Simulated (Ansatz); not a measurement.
`C[O][Ge][F]` + `[NH2][Al]([NH2])[OH]` → `C[O][Al]([NH2])[NH2]` + `[OH][Ge][F]`  (substitution at a C–O bond)

Computed with Ansatz on PBE0-D4/def2-TZVP structures; ΔE is electronic, products minus reactants. CCSD(T)/CBS adds triple-zeta CCSD(T) − MP2 to the extrapolated MP2 energy (def2 sets, frozen cores). This one scheme is used for every species. DFT in def2-TZVPP. For Ge outer-core shells are correlated without core-valence functions, which leaves a few kJ/mol of doubt a bond. Scalar relativity is left out up to krypton. Each species was taken in one conformer, which may not be the lowest.

**Question.** Is it downhill or uphill in electronic energy at CCSD(T)/CBS, and by how much? (Estimate.)

**Answer.** Computed: Uphill: ΔE = +0.09 eV.

**Question.** What do these levels give: revPBE-D4, r2SCANh-D4, CAM-B3LYP-D4, ωB97M-V, B2PLYP, r2SCANh, CAM-B3LYP, HF/def2-SVP, CCSD(T)/def2-SVP, CCSD(T)/def2-TZVPP, HF/def2-QZVPP, MP2/def2-QZVPP? (Best estimate.)

**Answer.** Ansatz gave: revPBE-D4 0.07, r2SCANh-D4 0.06, CAM-B3LYP-D4 0.05, ωB97M-V 0.05, B2PLYP 0.07, r2SCANh 0.06, CAM-B3LYP 0.05, HF/def2-SVP 0.01, CCSD(T)/def2-SVP 0.05, CCSD(T)/def2-TZVPP 0.07, HF/def2-QZVPP 0.01, MP2/def2-QZVPP 0.09 eV.

Largest T1 diagnostic among the species: 0.015.

Leaving LDA and LC-ωPBE aside and taking each functional with its dispersion term where it has one, the values, not all of them listed here, spread over 0.03 eV, from BHLYP-D4 to BLYP-D4. At CCSD(T), def2-SVP lies −0.04 eV from the extrapolated value and def2-TZVPP −0.02 eV.
